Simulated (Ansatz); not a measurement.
Ansatz results at the PBE0-D4/def2-TZVP geometry: LUMO energy (ωB97M-V/def2-TZVPP) -0.76 eV; size of the dipole moment (PBE/def2-TZVPP) 3.62 D; LUMO energy (B3LYP/def2-TZVPP) -2.88 eV.

Task: Which molecule gave them?
A. `[O]=[Ru](=[O])(=[O])=[O]`
B. `[CH3][Al]=[O]`
C. `[O]=[Al][OH]`
D. `[O]=[Al][Cl]`

Result: D. The others give `[CH3][Al]=[O]`: 0.10, 5.39, -1.81; `[O]=[Ru](=[O])(=[O])=[O]`: -2.91, 0.00, -5.20; `[O]=[Al][OH]`: -0.52, 4.90, -2.61.

B3LYP here is the variant with VWN-RPA as its local correlation; programs differ in this.
